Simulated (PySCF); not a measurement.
Compound: C5H6O3.
Numbering: `[O:1]=[CH:2][C@@H:3]1[CH2:4][C:5](=[O:6])[CH2:7][O:8]1`

Structure used (GFN2-xTB), in Å, numbered top down from 1:
```
atom  x, y, z in Å
O1     2.6534   -0.0486    0.0123
C2     1.7239   -0.7521   -0.2548
C3     0.4125   -0.2628   -0.8554
C4     0.0403    1.1299   -0.3441
C5    -0.9857    0.8394    0.7303
O6    -1.4774    1.6156    1.4968
C7    -1.2710   -0.6519    0.6517
O8    -0.6587   -1.1312   -0.5233
H9     1.7386   -1.8454   -0.0950
H10    0.5297   -0.3065   -1.9455
H11    0.9053    1.6550    0.0634
H12   -0.4138    1.7562   -1.1125
H13   -0.8566   -1.1344    1.5499
H14   -2.3410   -0.8640    0.6043
```

NICS is the negative of the GIAO shielding at a point without a nucleus: at the ring centre (0) and 1 Å above and below it (1); zz is the component along the ring normal. Level: GIAO PBE0/pcSseg-1 (PySCF, non-relativistic, gas phase) on the GFN2-xTB geometry, one conformer.

Ring bond lengths (Å), with Mayer bond orders in brackets: C3–C4 1.530 (1.00), C4–C5 1.514 (0.97), C5–C7 1.520 (0.95), C7–O8 1.409 (0.92), O8–C3 1.418 (0.91).

Task: Give the NICS values of each ring in ppm.

Result: 
| ring | type | NICS(0) | NICS(1), two faces | NICS(1)zz, two faces | rms pucker (Å) | centre to ring atoms, mean (Å) |
| --- | --- | --- | --- | --- | --- | --- |
| C3–C4–C5–C7–O8 | 5-membered ring with O; formal bonds all single | -1.1 | -1.9 / -2.9 | -4.0 / -4.2 | 0.12 | 1.25 |

Task: What can be read from them?

Result: 
- C3–C4–C5–C7–O8: mean NICS(1)zz -4.1 ppm, shielded. C3, C4, C7 have four or more neighbours; no verdict on aromaticity is drawn.

Task: What is the mean of the two in-plane components of NICS at the second NICS(1) probe listed for ring C3–C4–C5–C7–O8, 1 Å off the ring?

Result: The isotropic value is a third of the trace: (3 × -2.9 − (-4.2))/2 = -2.2 ppm.
